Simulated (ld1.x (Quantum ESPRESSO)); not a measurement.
## Before and after: RRKJ potential for Ag (Z = 47)

```json
{"Element": "silver (Ag)", "Generator": "ld1.x (Quantum ESPRESSO) 7.5", "Type": "norm-conserving RRKJ (Kleinman–Bylander form)", "Functional": "PBE", "Relativity": "scalar-relativistic", "Frozen core": "[Ar] 3d10 4s2", "Valence charge": "17", "Reference configuration": "4p6 4d9 5s0 5p0 (charge +2)", "Partial waves": "4p (bound): rc 1.30 bohr; 4d (bound): rc 1.55 bohr; 5s (bound, empty): rc 1.65 bohr", "Local potential": "the s channel", "Core correction": "a·sin(br)/r model core, default radius (core density twice the valence density)", "rho0": "0.005"}
```

Change: core correction a·sin(br)/r model core inside 1.50 bohr.

Cutoffs: the cutoffs (Ry, on a coarse ladder) from which the occupation-weighted sum of valence levels, in a spherical-Bessel basis at the reference potential, stays within 10 and 1 mRy of its value at 400 Ry; they do not see the model core or the augmentation charge, which bear on the density cutoff. Errors are all-electron minus pseudo energies relative to the spin-unpolarised reference configuration.

Task: Predict the effect on cutoff, ghosts and configuration errors.

Result: The potential gets neither clearly harder nor softer (80 Ry and 120 Ry → 80 Ry and 120 Ry); of the 7 tests that both files solve, the error grows in 1 and shrinks in 0 by more than 15 % and 0.3 meV (median size 111.4 → 110.3 meV); neither file shows a bound ghost. The default core radius of the base comes out at 0.61 bohr. A wider model core is smoother and lowers the density cutoff, which this test does not measure.

| quantity | base | changed |
| --- | --- | --- |
| cutoff, loose | 80 Ry | 80 Ry |
| cutoff, tight | 120 Ry | 120 Ry |
| bound ghosts | none | none |
| error for 4p6 4d10 5s1 5p0, meV [ΔE -29.87 eV] | -23 | -23 |
| error for 4p6 4d10 5s0 5p0, meV [ΔE -22.11 eV] | -71 | -71 |
| error for 4p6 4d8 5s0 5p0, meV [ΔE 36.19 eV] | -111 | -110 |
| error for 4p6 4d7 5s0 5p0, meV [ΔE 87.91 eV] | -482 | -476 |
| error for 4p6 4d9 5s2 5p0, meV [ΔE -25.79 eV] | +15 | +18 |
| error for 4p6 4d9 5s1 5p1, meV [ΔE -21.30 eV] | -483 | -482 |
| error for 4p6 4d10 5s0 5p1, meV [ΔE -26.01 eV] | -387 | -387 |
| s: phases at 1.81 bohr within 0.05 rad from the reference energy up to (Ry; the scan ends near 5) | -0.9 | -0.9 |
| p: phases at 1.81 bohr within 0.05 rad from the reference energy up to (Ry; the scan ends near 5) | -2.9 | -2.9 |
| d: phases at 1.81 bohr within 0.05 rad from the reference energy up to (Ry; the scan ends near 5) | 0.5 | 0.5 |
